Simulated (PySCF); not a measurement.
**Bonding in `Fc1ncsc1F`**

C3HF2NS.
Numbering: `[F:1][c:2]1[n:3][cH:4][s:5][c:6]1[F:7]` (hydrogens: H8 on C4)

Bond orders from the PBE0/pcSseg-1 density (PySCF). Isolated species at its PBE0-D3(BJ)/def2-SVP geometry, gas phase.

Question: How far do the computed orders between heavy atoms stray from the drawn ones?

Answer: The largest departure is 0.365, at S5–C6 (drawn aromatic, 1.135), counting aromatic bonds as 1.5. The bonds drawn aromatic range from 1.14 to 1.63.

Question: Give the Mayer order of every bond between heavy atoms, beside its length.

Answer: 
```
 bond  drawn as  length (Å)  Mayer order
F1–C2    single       1.315        1.011
C2–N3  aromatic       1.346        1.302
N3–C4  aromatic       1.297        1.626
C4–S5  aromatic       1.731        1.144
S5–C6  aromatic       1.730        1.135
C6–F7    single       1.314        0.980
C6–C2  aromatic       1.368        1.468
```

By pair of heavy elements: C–F: lowest C6–F7 (0.980, 1.314 Å), highest F1–C2 (1.011, 1.315 Å). C–N: lowest C2–N3 (1.302, 1.346 Å), highest N3–C4 (1.626, 1.297 Å). C–S: all 2 within 0.02 of one another (1.135 to 1.144).

Question: And the bonds to hydrogen?

Answer: C–H: 0.94 (1 bond).

Question: Sum the orders of all bonds at each heavy atom with more than one neighbour and set the sums beside the valence in the SMILES.

Answer: C2 3.781 (drawn 4), N3 2.928 (drawn 3), C4 3.711 (drawn 4), S5 2.279 (drawn 2), C6 3.583 (drawn 4). Orders between atoms that aren't bonded are not in these sums.

The Mayer order sums products of elements of PS (density times overlap matrix) between the two atoms' basis functions, so it depends on the basis set.
